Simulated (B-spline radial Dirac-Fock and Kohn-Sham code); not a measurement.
Dipole and non-dipole photoemission parameters of Pt⁶⁺ 4d3/2

System: the Pt⁶⁺ ion, [Xe] 4f14 5d4; threshold 424.9 eV (orbital energy of the model). Method: Dirac-Hartree-Slater photoionisation with a Latter tail; cross sections with all multipoles, angular parameters from the dipole term and its interference with E2. Computed with a radial finite-basis atomic code.

Input of the calculation (task.json; shells as n, l, electrons):

```json
{"items": [{
  "Z": 78,
  "q": 6,
  "cfg": [[1, 0, 2], [2, 0, 2], [2, 1, 6], [3, 0, 2], [3, 1, 6], [3, 2, 10], [4, 0, 2], [4, 1, 6], [4, 2, 10], [4, 3, 14], [5, 0, 2], [5, 1, 6], [5, 2, 4]],
  "A": 195,
  "rrms": 5.427,
  "do": "xps",
  "hv": [60, 61.2, 80, 100, 145.0, 150, 225.0, 253.0, 360.0, 457.0, 555.0, 587.0, 795.0, 1030.0, 1253.6, 1340.0, 1600.0, 2130.0, 2160.0, 2700.0, 4880.0, 7690.0, 8570.0, 8580.0, 8820.0, 9251.7, 12000, 13100.0, 13600.0, 15000]
}]}
```

Run with: `python xray2_run.py task.json out`

For linearly polarised light dσ/dΩ = σ/(4π) [1 + β P₂(cos θ) + (δ + γ cos²θ) sin θ cos φ], with θ from the polarisation vector and φ the angle between the beam and the projection of the electron momentum on the plane normal to the polarisation.

```
hν (eV)  σ (kb)       β       γ      δ
    457     176  -0.765  -0.020  0.072
    555     229  -0.425  -0.116  0.169
    587     236  -0.261  -0.048  0.160
    795     227   0.440   0.175  0.065
   1030       ?       ?       ?      ?
 1253.6     139   1.008   0.030  0.006
   1340     126   1.062   0.004  0.005
   1600    93.6   1.177  -0.041  0.007
   2130    54.1   1.302  -0.032  0.019
   2160    52.6   1.307  -0.028  0.019
   2700    32.4   1.361   0.060  0.031
   4880    7.33   1.374   0.566  0.070
   7690    1.99   1.288   1.124  0.116
   8570    1.43   1.259   1.268  0.130
   8580    1.43   1.258   1.270  0.130
   8820    1.31   1.250   1.307  0.134
 9251.7    1.13   1.236   1.371  0.141
  12000   0.493   1.150   1.725  0.187
  13100   0.370   1.119   1.843  0.205
  13600   0.327   1.105   1.893  0.213
  15000   0.236   1.068   2.021  0.237
```

Task: Give the values at 1030 eV.

Result: σ = 180 kb, β = 0.814, γ = 0.115, δ = 0.018.
